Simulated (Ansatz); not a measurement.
Consider the hydrogenolysis of a C–Ge bond: `C[CH]([GeH3])Br` + H₂ → `CCBr` + GeH₄.

Gas-phase electronic energies from Ansatz, PBE0-D4/def2-TZVP geometries. CBS: MP2 limit from def2 TZ/QZ plus the TZ coupled-cluster correction, frozen cores. This one scheme is used for every species. Functionals use def2-TZVPP. For Br, Ge outer-core shells are correlated without core-valence functions, which leaves a few kJ/mol of doubt a bond. Scalar relativity is left out up to krypton.

CCSD(T)/CBS gives -8.7 kcal/mol.

(1) Another level gave -12.8 kcal/mol. Which?
A. CCSD/def2-TZVPP
B. PBE-D4/def2-TZVPP
C. MP2/def2-TZVPP
D. PBE0/def2-TZVPP

Largest T1 diagnostic among the species: 0.012.

Results:

(1) D. PBE0 -12.8, CCSD/def2-TZVPP -11.1, PBE-D4 -9.9, MP2/def2-TZVPP -7.4 kcal/mol.

In def2-TZVPP, CCSD(T) changes the Hartree–Fock value by +8.3 kcal/mol (the triples alone add +1.5 kcal/mol) and MP2 by +10.5 kcal/mol. From PBE to PBE0 (25 % exact exchange), in def2-TZVPP and without D4, ΔE moves by −0.9 kcal/mol. The D4 term adds +3.3 kcal/mol with B3LYP and +1.8 kcal/mol with PBE0; it sums over pairs of atoms, weighted by their polarisabilities, and B3LYP, whose exchange is more repulsive, gets the larger term.

B3LYP here is the variant with VWN-RPA as its local correlation; programs differ in this.
